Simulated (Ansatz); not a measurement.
Two members of one family (Series SnH3X), computed with Ansatz in the gas phase; def2 core potentials for Sn, no spin–orbit coupling. The two geometries come from different levels. Binding counts from free atoms in the multiplicity of their measured ground term, without zero-point energy. The structures are stationary points that may keep the symmetry of their start.

First: SnFH3 (singlet, charge 0, B3LYP-D4/def2-TZVP geometry).

Cartesian coordinates in Å:
```
Sn 0.0973 0.0282 -0.0815
F -1.3530 -0.3922 1.1383
H -0.6765 0.5998 -1.4900
H 0.9190 -1.4499 -0.2990
H 1.0132 1.2141 0.7322
```

```tsv
level	HOMO (eV)	LUMO (eV)	gap (eV)	binding per atom (eV)
LDA (SPW92)/def2-TZVP	-7.98	-1.91	6.08	2.96
PBE-D4/def2-SVP	-7.53	-1.34	6.19	2.54
PBE-D4/def2-TZVP	-7.87	-1.65	6.22	2.58
r2SCAN-D4/def2-TZVP	-8.27	-1.26	7.01	2.58
PBE0-D4/def2-SVP	-9.19	-0.52	8.67	2.48
```

Second: SnClH3 (singlet, charge 0, PBE0-D4/def2-TZVP geometry).

```xyz
5

Sn   -0.1093    0.0963    0.1107
Cl    1.2838   -1.1319   -1.3014
H    -0.6369   -0.9846    1.3118
H    -1.3832    0.6658   -0.8600
H     0.8456    1.3544    0.7389
```

Q: Estimate the same table for the second.

A: 
```
                level  HOMO (eV)  LUMO (eV)  gap (eV)  binding per atom (eV)
LDA (SPW92)/def2-TZVP      -7.36      -1.95      5.41                   2.68
      PBE-D4/def2-SVP      -7.02      -1.45      5.56                   2.32
     PBE-D4/def2-TZVP      -7.27      -1.70      5.58                   2.35
  r2SCAN-D4/def2-TZVP      -7.62      -1.36      6.26                   2.38
     PBE0-D4/def2-SVP      -8.43      -0.62      7.81                   2.31
```
